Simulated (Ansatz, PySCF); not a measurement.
FRb. Atoms are numbered in the order given.

```xyz
2

Rb     0.0000     0.0000    -0.4634
F      0.0000     0.0000     1.9050
```

Coordinates come from a B3LYP-D3(BJ)/def2-TZVPD optimisation. The def2 effective core potentials stand for the cores of Rb; spin–orbit coupling is left out.

Vertical ionisation energy (IE) and electron affinity (EA) in eV. Rows of orbital energies are one-electron estimates. Where ΔSCF, EOM or ADC give a negative EA the extra electron is unbound and the value depends on the basis.

```json
[
 {"level": "−ε(HOMO), −ε(LUMO), ωB97X/def2-TZVPD (PySCF)", "IE": "8.70", "EA": "-0.07"},
 {"level": "−ε(HOMO), −ε(LUMO), HF/def2-TZVPD (PySCF)", "IE": "10.97", "EA": "0.16"},
 {"level": "−ε(HOMO), −ε(LUMO), PBE/def2-TZVPD (PySCF)", "IE": "4.47", "EA": "1.61"},
 {"level": "ΔSCF, ωB97X-V/def2-TZVPD (Ansatz), final states of multiplicity 2 and 2", "IE": "9.31", "EA": "0.26"},
 {"level": "ΔSCF, PBE/def2-TZVPD (Ansatz), final states of multiplicity 2 and 2", "IE": "9.57", "EA": "0.41"}
]
```

Problem. What vertical singlet–triplet gap does ΔSCF give with ωB97X-V/def2-TZVPD (Ansatz, a program for electronic structure) and with PBE/def2-TZVPD (Ansatz)? (The exact figures need the calculation; the answer reports its results.)

Solution. 5.46 and 5.40 eV (triplet above singlet where positive).
